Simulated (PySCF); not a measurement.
# Co: ionisation energy

Co [Ar] 3d7 4s2 (4F) → Co⁺ [Ar] 3d8 (3F), as a difference of total energies. All numbers are calculated (PySCF 2.14, no relativity, point nucleus, in cc-pVTZ (7s6p4d2f1g, 68 functions)). Correlated levels: valence: [Ar] frozen. The calculations carry no spin-orbit coupling.

```tsv
method	ionisation energy (eV)
UHF	7.850
MN15	6.680
r2SCAN	7.390
MP2 (valence)	6.894
SCS-MP2 (valence)	6.926
```

Question: How much does correlation contribute at MP2 (valence)?

Answer: 6.894 − (7.850) = -0.956 eV, measured against UHF.

These non-relativistic numbers lack the scalar-relativistic shift.

Errors of the correlated levels include the incompleteness of this basis and the frozen core.

MP2 underrates the near-degeneracy of ns² with np² in the lower species.

For comparison: 7.869 eV (measured; NIST levels, between the centres of gravity of the two terms).
